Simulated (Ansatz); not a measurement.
Relaxation of AlF3H2 (6 atoms, charge 0, multiplicity 1), to a largest force component of 0.03 eV/Å in at most 50 steps.

Method: Ansatz 0.2.0, RKS PBE0-D4/def2-SVP.

```xyz
6
Properties=species:S:1:pos:R:3
Al 0.041 -0.457 -0.467
F -0.001 -0.188 2.397
F 1.440 0.213 -1.032
F -1.414 0.190 -0.900
H 0.089 -1.776 0.376
H -0.019 -1.065 2.097
```

Question: Where does it end, and by what steps?

Answer: The run converged. After 11 steps the energy has fallen by 0.491 eV; F2 moved furthest, 0.68 Å. Joined: Al1–F2 (2.88 → 2.02 Å).

```
step  energy less start (eV)  largest force component (eV/Å)  accepted
   0                  0.0000                           0.391       yes
   1                 -0.0905                           1.650       yes
   2                 -0.2496                           1.726       yes
   3                 -0.4333                           0.703       yes
   4                 -0.4444                           0.266       yes
   5                 -0.4593                           0.325       yes
   6                 -0.4681                           0.195       yes
   7                 -0.4849                           0.371       yes
   8                 -0.4889                           0.227       yes
   9                 -0.4909                           0.051       yes
  10                 -0.4909                           0.087       yes
  11                 -0.4911                           0.012       yes
```

```xyz
6
Properties=species:S:1:pos:R:3
Al 0.020 -0.530 -0.233
F 0.024 -0.057 1.733
F 1.425 0.243 -0.674
F -1.418 0.190 -0.657
H 0.050 -2.078 0.075
H 0.036 -0.851 2.226
```

Whether the end is a true minimum wasn't checked by a vibrational analysis.

Time of the run: 8.4 s on 1 thread of AMD EPYC 9R45 96-Core Processor (Zen 5) (shared host), peak memory 0.15 GiB.
